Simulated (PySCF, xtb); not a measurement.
F4Te, charge -1, multiplicity 2. Atoms are numbered in the order given.

```xyz
5

Te     0.0000     0.0000     0.3449
F      0.0000    -1.2730    -1.2311
F      2.0506     0.0000     0.2347
F      0.0000     1.2730    -1.2311
F     -2.0506     0.0000     0.2347
```
Charge -1, spin multiplicity 2.

Geometry: B3LYP-D3(BJ)/def2-SVPD. The multiplicity is an assumed one; other spin states were not compared. The isomer is the one that the SMILES or the coordinates give; other isomers of the formula were not compared. The def2 effective core potentials stand for the cores of Te; spin–orbit coupling is left out.

Calculation: IEF-PCM-PBE0/def2-SVPD (PySCF 2.14.0).

The values are the electrostatic part of the solvation free energy, E(continuum) − E(gas) at the gas-phase geometry, in a cavity of scaled van der Waals radii (PySCF's table); cavitation and dispersion terms are not included.

| solvent | ε | ΔG(elec) (kcal/mol) |
|---|---|---|
| water | 78.36 | -57.7 |
| tetrahydrofuran | 7.43 | -50.0 |
| ethanol | 24.85 | -56.0 |

For comparison, GFN2-xTB/ALPB(water) (xtb, at the GFN2-xTB geometry, all terms of that model) gives -62.5 kcal/mol.
